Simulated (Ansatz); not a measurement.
Ideal-gas functions of `[OH][Ga][Cl]` radical at 400 K and 1 bar, from an Ansatz frequency run at PBE0-D4/def2-TZVP.

Molar mass 122.18 g/mol, point group Cs (symmetry number 1), electronic degeneracy 2, moments of inertia 28.03, 157.237, 185.267 u Å². Harmonic wavenumbers (cm⁻¹, unscaled): 146, 300, 385, 666, 811, 3852.

Use S(trans) = R[1.5 ln M + 2.5 ln T − 1.1517]; rotational temperatures θ = 24.2544 K / I; S(rot) = R[ln(√π/σ · √(T³/θAθBθC)) + 1.5]; for each mode x = 1.438777 ν̃/T, S = R[x/(eˣ − 1) − ln(1 − e⁻ˣ)] and H = RT x/(eˣ − 1); 1 cm⁻¹ = 0.0119627 kJ/mol; R = 8.31446 J/(mol·K).

Q: By hand: the entropy, in J/(mol·K).

A: Translation 174.9. Rotation: θ = 0.8653, 0.1543, 0.1309 K, giving 108.8. Vibration, mode by mode: 13.76, 8.07, 6.24, 2.79, 1.85, 0.00, in all 32.7. Electronic 5.8. Sum 322.2 J/(mol·K).

Q: By hand: H − E and G − E in kJ/mol, counted from the electronic energy.

A: Zero-point energy ½ × 6160 × 0.0119627 = 36.8; thermal vibration 7.3; translation, rotation and pV give 4 RT = 13.3. H − E = 57.4 kJ/mol, and G − E = 57.4 − 400 × 322.2/1000 = -71.5 kJ/mol.

Vibration gives 10 % of the entropy, 13.8 J/(mol·K) of it from the mode under 150 cm⁻¹: soft modes count most, and the harmonic formula is weakest for them. The sum counts one conformer and one mirror image; others add a mixing term.
